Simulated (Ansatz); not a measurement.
Cost and result up the ladder for bis(4-tert-butylphenyl)iodonium cyclic bis(sulfonyl)imide (C23H26F6INO4S2) (63 atoms). The state is a singlet with charge 0. Geometry: PBE-D4/def2-SVP.

```xyz
63

C    -0.146    0.848    5.618
C     0.146   -0.565    5.085
C     0.813   -1.403    6.201
C    -1.196   -1.211    4.671
C     1.094   -0.532    3.880
C     1.710    0.658    3.445
C     2.539    0.694    2.316
C     2.752   -0.507    1.638
I     3.843   -0.421   -0.188
C     2.389   -0.073   -1.720
C     1.995    1.240   -1.996
C     1.107    1.429   -3.060
C     0.603    0.349   -3.820
C    -0.345    0.612   -5.002
C    -1.523    1.512   -4.567
C    -0.927   -0.693   -5.574
C     0.468    1.325   -6.109
C     1.015   -0.951   -3.467
C     1.909   -1.184   -2.412
C     2.185   -1.725    2.025
C     1.364   -1.717    3.158
H     0.767    1.353    5.996
H    -0.858    0.783    6.466
H    -0.609    1.479    4.833
H     0.146   -1.454    7.086
H     1.776   -0.955    6.522
H     1.013   -2.442    5.871
H    -1.659   -0.654    3.836
H    -1.074   -2.259    4.335
H    -1.886   -1.213    5.540
H     1.509    1.606    3.959
H     2.951    1.648    1.963
H     2.328    2.092   -1.390
H     0.782    2.457   -3.280
H    -2.123    1.034   -3.771
H    -2.184    1.705   -5.437
H    -1.184    2.495   -4.186
H    -1.624   -0.457   -6.402
H    -0.141   -1.358   -5.987
H    -1.495   -1.255   -4.806
H     1.317    0.698   -6.449
H     0.880    2.292   -5.755
H    -0.180    1.533   -6.986
H     0.622   -1.825   -4.001
H     2.186   -2.209   -2.138
H     2.317   -2.644    1.440
H     0.883   -2.661    3.452
O     0.089   -2.463   -0.404
S    -0.725   -1.452    0.315
O    -1.394   -1.830    1.579
N     0.134   -0.065    0.308
S    -0.499    1.308    0.917
O     0.474    2.390    0.635
O    -1.134    1.233    2.255
C    -1.952    1.591   -0.269
F    -2.707    2.615    0.182
F    -1.444    1.926   -1.482
C    -2.867    0.338   -0.430
F    -3.519    0.133    0.735
F    -3.790    0.628   -1.399
C    -2.162   -0.991   -0.841
F    -3.077   -1.982   -0.831
F    -1.680   -0.860   -2.106
```

Ansatz on 2 threads of AMD EPYC 7R13 on a shared host and a share (18 GiB) of an NVIDIA H100 80GB HBM3. Times are rough, and most runs start from the orbitals of an earlier one. PBE0-D4/def2-SVP serves as the yardstick here, not as an exact answer. Differences are given only for rows in sets of like size (and for xTB, whose basis is part of the method), since another set adds its own error. Binding counts from free atoms at the same level (C triplet, I doublet, H doublet, O triplet, S triplet, N quartet, F doublet; other spins of the atoms weren't run), without zero-point energy or a counterpoise term.

In the def2 sets I takes a core potential; there is no spin–orbit coupling. Single mean-field runs in def2-SVP, def2-mTZVP are fitted with def2-universal-jkfit. In the singlet geometry the species has come apart into loosely held pieces.

```csv
level,functions,wall time
PBE-D4/def2-SVP,668,11 s
PBE0-D4/def2-SVP (with forces),668,16 s
r2SCANh-D4/def2-SVP,668,16 s
r2SCAN-D4/def2-mTZVP,824,16 s
r2SCAN-D4/def2-SVP (with forces),668,17 s
B97M-V/def2-SVP,668,18 s
```

(1) Estimate what each level gives for the binding energy per atom (eV).

Results:

(1) 
| level | binding energy per atom (eV) | difference from PBE0-D4/def2-SVP (eV) |
| --- | --- | --- |
| PBE-D4/def2-SVP | 4.69 | 0.14 |
| PBE0-D4/def2-SVP (with forces) | 4.55 | 0.00 |
| r2SCANh-D4/def2-SVP | 4.48 | -0.07 |
| r2SCAN-D4/def2-mTZVP | 4.42 | – |
| r2SCAN-D4/def2-SVP (with forces) | 4.52 | -0.03 |
| B97M-V/def2-SVP | 4.51 | -0.04 |
